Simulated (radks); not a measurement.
Values are calculated unless marked as measured or tabulated.
Problem. The mean radii <r> (bohr) of the occupied orbitals of an atom or ion are listed with their occupations. Level of theory: scalar-relativistic Kohn-Sham, LDA (Slater exchange, Perdew-Wang correlation), spin-polarised, spherical densities, finite nucleus; Fermi nuclear charge, rms radius of each element as measured or else 0.836 A^(1/3) + 0.57 fm (a radial shooting solver on a logarithmic mesh with Libxc functionals).

| orbital | occ. | <r> |
|---|---|---|
| 1s up | 1 | 0.03921 |
| 1s down | 1 | 0.03921 |
| 2s up | 1 | 0.1726 |
| 2s down | 1 | 0.1726 |
| 2p up | 3 | 0.1504 |
| 2p down | 3 | 0.1503 |
| 3s up | 1 | 0.4855 |
| 3s down | 1 | 0.4856 |
| 3p up | 3 | 0.4884 |
| 3p down | 3 | 0.4884 |
| 3d up | 5 | 0.4753 |
| 3d down | 4 | 0.4753 |
| 4s up | 1 | 1.129 |

Name the element and its charge. Open shells, if any, are filled with parallel spins first.

Solution. Z = 38, strontium, charge +10: Sr10+ in [Ar] 3d9 4s1. The 1s radius gives Z: for a bare nucleus <r> = (2 gamma + 1)/(2Z) with gamma = sqrt(1 - (Z/c)^2), 0.03844 bohr for Z = 38, and screening makes it slightly larger (0.03921 here). The occupations add up to 28, and the charge is Z minus that.
